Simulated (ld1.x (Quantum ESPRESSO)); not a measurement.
## Scattering properties, ultrasoft potential for Zr

```
Element                 : Zr
Generator               : ld1.x (Quantum ESPRESSO) 7.5
Type                    : ultrasoft
Functional              : PBE
Relativity              : scalar-relativistic
Frozen core             : [Ar] 3d10
Valence charge          : 12
Reference configuration : 4s2 4p6 4d2 5s0 5p0 (charge +2)
Partial waves           : 4s (bound): rcut 1.55, rcutus 1.75 bohr; 5s (bound, empty): rcut 1.55, rcutus 1.75 bohr; 4p (bound): rcut 1.80, rcutus 1.95 bohr; 5p (bound, empty): rcut 1.80, rcutus 1.95 bohr; 4d (bound): rcut 1.95, rcutus 2.25 bohr; 4d channel at -0.5 Ry: rcut 1.95, rcutus 2.25 bohr
Local potential         : all-electron potential smoothed inside 1.90 bohr (lloc = -1)
Core correction         : a·sin(br)/r model core inside 0.85 bohr
Augmentation charge     : built from norm-conserving waves at rcut, not smoothed further
```

The phase is arctan(r·u′/u) with u = r·R(r), unwrapped; energies in Ry, scanned from -7 to 5 Ry. A pole is an energy at which the radial function vanishes at the test radius. The pseudo phase is shifted by a multiple of π to meet the all-electron one at the reference energy, and phase errors are pseudo minus all-electron; the curves can meet again beyond the range given. Levels narrower than the energy grid can be missing from the lists of poles.

Question: For each channel, where are the poles, and over which energies does the pseudopotential scatter like the atom?

Answer:

```json
{"channel": "s", "radius (bohr)": "2.44", "reference energy (Ry)": "-1.18", "poles, all-electron": "-4.93, 3.23", "poles, pseudo": "-4.94, -4.66", "unbroken range about the reference energy with phases within 0.05 rad": "not even at the reference energy", "phase error 1 Ry above the reference energy (rad)": "+1.448"}
{"channel": "p", "radius (bohr)": "2.44", "reference energy (Ry)": "-0.86", "poles, all-electron": "-3.17, 4.61", "poles, pseudo": "-3.26, -2.54", "unbroken range about the reference energy with phases within 0.05 rad": "not even at the reference energy", "phase error 1 Ry above the reference energy (rad)": "+0.544"}
{"channel": "d", "radius (bohr)": "2.44", "reference energy (Ry)": "-1.27", "poles, all-electron": "-0.36", "poles, pseudo": "-0.36", "unbroken range about the reference energy with phases within 0.05 rad": "below 2.3", "phase error 1 Ry above the reference energy (rad)": "-0.000"}
```

A Bessel basis up to 400 Ry misses an occupied level by 0.96 Ry, so cutoffs and ghosts were not judged.

Phases in the p channel:

```csv
E (Ry),all-electron,pseudo
-7.00,1.381,4.517
-6.48,1.368,4.502
-5.96,1.351,4.482
-5.44,1.328,4.453
-4.92,1.291,4.405
-4.40,1.215,4.304
-3.88,0.879,3.835
-3.36,-1.416,1.712
-2.84,-1.679,-1.337
-2.32,-1.765,-1.630
-1.80,-1.831,-1.709
-1.28,-1.907,-1.767
-0.76,-2.018,-1.827
-0.24,-2.223,-1.903
0.28,-2.694,-2.018
0.80,-3.574,-2.231
1.32,-4.150,-2.703
1.84,-4.391,-3.535
2.36,-4.512,-4.092
2.88,-4.585,-4.337
3.40,-4.635,-4.460
3.92,-4.673,-4.534
4.44,-4.703,-4.583
4.96,-4.730,-4.619
```
